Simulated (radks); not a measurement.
Sn+, configuration [Kr] 4d10 5s2 5p1 (the NIST ground configuration).

Calculated with a radial shooting solver on a logarithmic mesh with Libxc functionals: scalar-relativistic Kohn-Sham, LDA (Slater exchange, Perdew-Wang correlation), spin-polarised, spherical densities, point nucleus; open shells are filled with parallel spins first (spin-orbit coupling, left out, can overturn this in heavy ions).

Energy parts (eV):
total: -167938.131
kinetic: 175297.604
electron-nucleus: -405864.187
Hartree: 66959.821
exchange-correlation: -4331.368

Orbitals (lengths in bohr, moments of r in powers of bohr; r(90%) holds 90 % of the orbital's charge):
orbital	occ.	eigenvalue (eV)	<r^4>	r(90%)
1s up	1	-28988.25	3.416e-06	0.0522
1s down	1	-28988.23	3.416e-06	0.0522
2s up	1	-4383.927	0.0005942	0.194
2s down	1	-4383.918	0.0005942	0.194
2p up	3	-3938.689	0.0004268	0.178
2p down	3	-3938.673	0.0004268	0.178
3s up	1	-851.9416	0.02664	0.500
3s down	1	-851.9228	0.02664	0.500
3p up	3	-706.4327	0.02815	0.508
3p down	3	-706.4122	0.02815	0.508
3d up	5	-481.7380	0.02558	0.496
3d down	5	-481.7194	0.02558	0.496
4s up	1	-141.7078	0.8591	1.19
4s down	1	-141.6677	0.8582	1.19
4p up	3	-97.6158	1.256	1.30
4p down	3	-97.5683	1.252	1.30
4d up	5	-33.9604	3.851	1.72
4d down	5	-33.8473	3.767	1.71
5s up	1	-18.4278	55.34	3.37
5s down	1	-17.8058	55.12	3.37
5p up	1	-10.8069	140.6	4.27
5p down	0	-10.1401	147.8	4.32

The highest occupied level is 5p up at -10.807 eV. Spin moment in Bohr magnetons: 1. Summed over all electrons, <r^2> = 44.93 bohr^2, which gives a Langevin (diamagnetic) susceptibility term of -35.6 x 10^-6 cm^3/mol.
